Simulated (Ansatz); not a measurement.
Process, species as SMILES: [CH2]N(C)C -> [CH2]NCC
Geometries: B3LYP-D3(BJ)/def2-TZVP minima from Ansatz (an electronic-structure program), one conformer each, not searched for the lowest. Frequencies are from Ansatz.

Quantity: isomerisation energy (0 K, with B3LYP-D3(BJ) harmonic zero-point energies), in kcal/mol. Valence correlation only, unless marked. UHF or UKS for open shells. Spin-orbit coupling is left out. No relativistic terms. Basis-set limits of correlation are two-point, X^-3; Hartree-Fock from the larger set. [CCSD(T)-MP2]/basis is that difference in the basis named.

| level | program | isomerisation energy (kcal/mol) | minus last row |
|---|---|---|---|
| revPBE-D4/def2-TZVPD | Ansatz + dftd4 | -4.1 | 0.7 |
| PBE0/def2-TZVPD | Ansatz | -5.3 | -0.5 |
| B2GP-PLYP/def2-TZVPD | Ansatz | -4.8 | 0.0 |
| B2PLYP-D4/def2-TZVPD | Ansatz + dftd4 | -4.5 | 0.3 |
| SCS-MP2/6-31G | Ansatz | -6.5 | -1.7 |
| CCSD(T)/cc-pVDZ | Ansatz | -4.5 | 0.3 |
| RI-MP2/CBS(cc-pVTZ,cc-pVQZ)+[CCSD(T)-MP2]/cc-pVDZ | Ansatz | -4.8 | 0.0 |
